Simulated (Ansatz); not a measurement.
Born–Oppenheimer molecular dynamics of BCl2FH2 (6 atoms, charge 0, multiplicity 1). It starts at the highest image of a converged band, a first-order saddle point between two minima.

These are results of RKS PBE0-D4/def2-SVP (Ansatz), not measurements.

```yaml
ensemble: NVE (velocity Verlet)
time_step: 0.5 fs
steps_asked: 200
starting_velocities_drawn_for: 100 K
seed: 7131
```

First frame:

```xyz
6
Properties=species:S:1:pos:R:3
B 0.015 -0.297 -0.015
F 0.017 0.061 1.552
Cl 1.536 0.195 -0.761
Cl -1.530 0.139 -0.745
H 0.040 -1.579 0.314
H 0.035 -1.044 1.249
```

Question: What does the run give?

Answer: All steps were run.

```
steps done                                               : 200
time covered                                             : 100 fs
mean temperature over the second half                    : 990 K
spread of the potential energy over the second half      : 8.3 meV per atom
mean potential energy of the second half above the start : -76.7 meV per atom
```

The conserved energy stayed within 0.062 meV per atom of its start (net change -0.0043 meV per atom), so the integration is sound. The kinetic energy rose, since the run started high on the potential surface and went downhill. It ends in pieces (BCl2H + FH), so much of that is their flight and rotation, not heat. A run of 0.1 ps of so small a system gives no equilibrium averages. The orbitals stay closed-shell, which can raise the energy where a bond breaks towards radicals; this wasn't checked here.

Question: What happens to the structure?

Answer: Between its relaxed ends the band would form B1–H5, F2–H6 and break B1–F2, H5–H6. These pairs go: B1–H5 1.32 → 1.19 Å, F2–H6 1.15 → 0.94 Å, B1–F2 1.61 → 3.78 Å, H5–H6 1.08 → 5.44 Å. In the last frame they stand as after the step (other bonds may differ from the relaxed reactants and products). It ends as BCl2H + FH. Pairs count as bonded within 1.25 times the sum of covalent radii (0.12 Å more for H–H). The details hang on the random start.

Question: How do temperature and energy run in time?

Answer: 
```
time (fs)  T (K)  potential energy less start (eV)  conserved less start (meV/atom)
        0    100                             0.000                             0.00
        8     31                             0.036                             0.01
       16    110                            -0.005                             0.01
       24    480                            -0.197                            -0.03
       32    964                            -0.447                            -0.05
       40   1040                            -0.486                            -0.03
       48    951                            -0.440                             0.00
       56   1061                            -0.497                             0.00
       64   1141                            -0.538                            -0.02
       72   1012                            -0.471                             0.00
       80   1003                            -0.467                             0.00
       88    880                            -0.403                            -0.01
       96    862                            -0.394                            -0.01
```

Time of the run: 4.1 min on 2 threads of Arm Neoverse V1 (shared host), peak memory 0.14 GiB.
